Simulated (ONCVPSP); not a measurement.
**Before and after: ONCV potential for tungsten (W)**

W, optimised norm-conserving Vanderbilt (ONCV), made with ONCVPSP 4.0.1 (PBE, fully relativistic). Core [Kr] 4d10 4f14 5s2, reference 5p6 5d4 6s1.5 (charge +0.5). Waves: 6s: rc 2.55 bohr, ncon 4, nbas 7, qcut 2.2 1/bohr, 2 projectors, debl 2.6 Ha; 5p: rc 1.30 bohr, ncon 4, nbas 8, qcut 5.5 1/bohr, 2 projectors, debl 3.2 Ha; 5d: rc 2.45 bohr, ncon 5, nbas 10, qcut 6.6 1/bohr, 2 projectors, debl 3.4 Ha. Local part: polynomial inside 1.00 bohr (lpopt 5, dvloc0 0 Ha). Core correction: none.

Open shells are filled in proportion to 2j + 1.

Change: d: qcut 9.5.

Cutoffs: the cutoffs (Ha) at which the residual kinetic energy of the hardest occupied pseudo-wave falls to 1 and 0.1 mHa per electron; they do not see the model core or the augmentation charge, which bear on the density cutoff. Errors are all-electron minus pseudo energies relative to the spin-unpolarised reference configuration.

How do hardness, ghosts and transferability respond?

The potential gets neither clearly harder nor softer (105 Ha and 126 Ha → 105 Ha and 126 Ha); the bound ghosts move from s to d, s; of the 4 tests that both files solve, the error grows in 0 and shrinks in 1 by more than 15 % and 0.3 meV (median size 0.9 → 0.7 meV).

```csv
quantity,base,changed
"cutoff, loose",105 Ha,105 Ha
"cutoff, tight",126 Ha,126 Ha
loose cutoff by channel,"s 6.4 Ha, p 105 Ha, d 14 Ha","s 6.4 Ha, p 105 Ha, d 19 Ha"
bound ghosts,s,"s, d3/2"
GHOST(+) flags under 300 eV,"s at 51.0 eV, p3/2 at 281.6 eV","s at 51.0 eV, p3/2 at 281.6 eV"
"error for 5p6 5d4 6s2, meV [ΔE -3.64 eV]",-0.9,-0.8
"error for 5p6 5d4 6s1, meV [ΔE 5.25 eV]",-0.8,-0.7
"error for 5p6 5d4 6s0, meV [ΔE 20.94 eV]",-4.2,-3.1
"error for 5p6 5d4.5 6s1.5, meV [ΔE -2.94 eV]",-0.7,-0.7
s: phases at 2.59 bohr within 0.05 rad from the reference energy up to (Ha; the scan ends near 5),1.8,1.8
p3/2: phases at 1.32 bohr within 0.05 rad from the reference energy up to (Ha; the scan ends near 5),to the end of the scan,to the end of the scan
p1/2: phases at 1.32 bohr within 0.05 rad from the reference energy up to (Ha; the scan ends near 5),to the end of the scan,to the end of the scan
d5/2: phases at 2.48 bohr within 0.05 rad from the reference energy up to (Ha; the scan ends near 5),to the end of the scan,to the end of the scan
d3/2: phases at 2.48 bohr within 0.05 rad from the reference energy up to (Ha; the scan ends near 5),to the end of the scan,to the end of the scan
```

 A true bound ghost makes a file unfit for plane-wave use even where its test errors are small: the radial tests pick states by their node count and pass the ghost by.
